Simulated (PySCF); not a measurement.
Worked example: dipole moment from atomic charges

Ge(F)(SiH3) (FGeH3Si), SMILES [F][Ge][SiH3] (connectivity only; charge and spin as stated), neutral, multiplicity 1. Atoms are numbered in the order given.

```xyz
6

Ge     0.4292    -0.6755     0.0000
F     -1.2846    -1.1002     0.0000
Si    -0.1019     1.7646     0.0000
H     -0.9197     2.0796     1.2062
H     -0.9197     2.0796    -1.2062
H      1.0921     2.6555     0.0000
```

Geometry: r2SCAN-D4/def2-TZVP.

Charges (e) from PBE/def2-TZVPD (PySCF):

| atom | ESP fit | IAO |
|---|---|---|
| Ge1 | 0.181 | 0.544 |
| F2 | -0.231 | -0.481 |
| Si3 | 0.407 | 0.186 |
| H4 | -0.106 | -0.077 |
| H5 | -0.106 | -0.077 |
| H6 | -0.145 | -0.096 |

The dipole moment of the full density is 1.68 D.

Q: What dipole moment does each set of point charges give, and which comes closer to that of the density?

A: 
μ = Σ q r, and 1 e Å = 4.8032 D.
ESP fit: Σ q r = (0.370, 0.024, 0.000) e Å, |μ| = 1.78 D.
IAO: Σ q r = (0.869, -0.085, 0.000) e Å, |μ| = 4.20 D.
ESP fit comes closer in size. Point charges leave out the atoms' own dipoles (lone pairs, polarised bonds); fits to the potential absorb them, partitions of the density don't.
